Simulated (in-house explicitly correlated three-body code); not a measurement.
Values are calculated unless marked as measured or tabulated.
## Taking the two-electron ground state apart, Z = 3.24

A variational code in 260 exponentially correlated functions gives, for two electrons around a point charge Z = 3.24 (non-relativistic, fixed nucleus, atomic units): E = -8.6277035, <1/r> = 2.92787 per electron, <1/r12> = 1.717188. From its density, U = 3.602479 (Hartree energy) and T_s = 8.587389 (kinetic energy of the doubly filled orbital √(n/2)). Further, <r²> = 0.373636 per electron, <r12²> = 0.774239 and <p1·p2> = 0.320451.

Problem. Check the virial theorem, and compare with the screened hydrogenic estimate.

Solution. V = −2Z<1/r> + <1/r12> = -18.972598 + 1.717188 = -17.255410, and 2E = -17.255407, so T = −E = 8.627704. A product of 1s orbitals with exponent Z − 5/16 = 2.9275 gives −2.9275² = -8.57026, which is 57.4 millihartree too high.

Problem. Find the exchange and correlation energies of density-functional theory.

Solution. For two electrons in one orbital E_x = −U/2 = -1.801240. The potential part of correlation is U_c = <1/r12> − U − E_x = -0.084052, the kinetic part T_c = T − T_s = 0.040315, and E_c = T_c + U_c = -0.043737 hartree. Restricted Hartree-Fock gives -8.583980, so the correlation energy of wave-function theory is -0.043724.

Problem. What do the second moments say about angular correlation and diamagnetism?

Solution. From r12² = r1² + r2² − 2 r1·r2, <r1·r2> = <r²> − <r12²>/2 = -0.01348 bohr². It vanishes for a product of s orbitals, and its negative sign shows that the electrons favour opposite sides of the nucleus. The Langevin susceptibility is −0.79199e-6 × 2<r²> = -0.5918e-6 cm³/mol.

Problem. How does a model nuclear mass of 6.5 u change the ionisation energy, to first order in m/M (1 hartree = 27.211386 eV)?

Solution. m/M = 1/(6.5 × 1822.8885) = 8.43969e-05. With a fixed nucleus the second electron is bound by −Z²/2 − E = 3.378903 hartree = 91.9446 eV. The reduced mass scales this by 1 − m/M, a change of -7.760 meV. The mass-polarisation term raises the two-electron state by (m/M)<p1·p2> = 27.05 microhartree, a further -0.736 meV. The sum is 91.9362 eV, before relativistic and QED terms.
